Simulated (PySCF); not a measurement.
Compound: C4H3N3.
SMILES with atom numbers: `[N:1]#[C:2][c:3]1[cH:4][cH:5][n:6][nH:7]1`

Structure used (GFN2-xTB), in Å, numbered top down from 1:
```xyz
10
C4H3N3 angstrom
N      3.0625   -0.7270   -0.2783
C      1.9554   -0.4461   -0.1732
C      0.6022   -0.1100   -0.0472
C     -0.5392   -0.8783   -0.2286
C     -1.5946    0.0003    0.0379
N     -1.1473    1.2015    0.3550
N      0.1691    1.1312    0.3030
H     -0.5879   -1.9097   -0.5097
H     -2.6471   -0.1970    0.0102
H      0.7358    1.9397    0.5083
```

Probes without a nucleus sit at each ring's centroid and 1 Å off its mean plane on both sides; NICS is minus the shielding there, NICSzz its component along the normal. Level: GIAO PBE0/pcSseg-1 (PySCF, non-relativistic, gas phase) on the GFN2-xTB geometry, one conformer.

Ring bond lengths (Å), with Mayer bond orders in brackets: C3–C4 1.388 (1.34), C4–C5 1.399 (1.38), C5–N6 1.320 (1.52), N6–N7 1.319 (1.25), N7–C3 1.360 (1.06).

What do the NICS probes read (ppm)?

| ring | type | NICS(0) | NICS(1), two faces | NICS(1)zz, two faces | rms pucker (Å) | centre to ring atoms, mean (Å) |
| --- | --- | --- | --- | --- | --- | --- |
| C3–C4–C5–N6–N7 | 5-membered ring with 2 N; formal bonds all aromatic | -14.5 | -12.6 / -12.6 | -32.3 / -32.3 | 0.00 | 1.15 |

What can be read from them?

- C3–C4–C5–N6–N7: mean NICS(1)zz -32.3 ppm, shielded. For a flat ring without four-coordinate atoms the NICS criterion counts such a value as aromatic.

What does the geometric index give? HOMA = 1 − mean of α(R − Ropt)² over the ring bonds, with Krygowski's 1993 parameters (CC: Ropt 1.388 Å, α 257.7 Å⁻²; CN: Ropt 1.334 Å, α 93.52 Å⁻²; NN: Ropt 1.309 Å, α 130.33 Å⁻²).

- C3–C4–C5–N6–N7: HOMA 0.97; the largest term is that of N7–C3, α(R − Ropt)² = 0.07. The geometric and the magnetic index point the same way.

What are the shieldings of the ring atoms and their hydrogens in the same run (means over atoms taken as equivalent)?

| atoms | environment | σ isotropic (ppm) | principal values of the symmetric part, first atom (ppm) |
| --- | --- | --- | --- |
| C3 | substituted aromatic carbon | 68.4 | -4.0, 66.7, 142.4 |
| C4 | aromatic CH carbon | 65.0 | -16.4, 53.2, 158.4 |
| C5 | aromatic CH next to a ring nitrogen | 43.1 | -42.0, 37.3, 134.0 |
| N6 | pyridine-type nitrogen | -92.2 | -381.8, -84.2, 189.3 |
| N7 | pyrrole-type nitrogen | 38.2 | -76.0, 65.6, 124.9 |
| H8 | aromatic hydrogen | 24.70 | 22.7, 24.1, 27.3 |
| H9 | aromatic hydrogen | 23.88 | 21.5, 24.1, 26.1 |
| H10 | N–H hydrogen | 21.79 | 16.6, 23.1, 25.7 |

The run took 23 s of wall time (grids of density and orbitals included) on one thread, Intel Xeon Platinum 8488C (x86_64), on a shared host, and the process peaked at 0.62 GiB of memory. This is the whole shielding run at PBE0/pcSseg-1, SCF included.
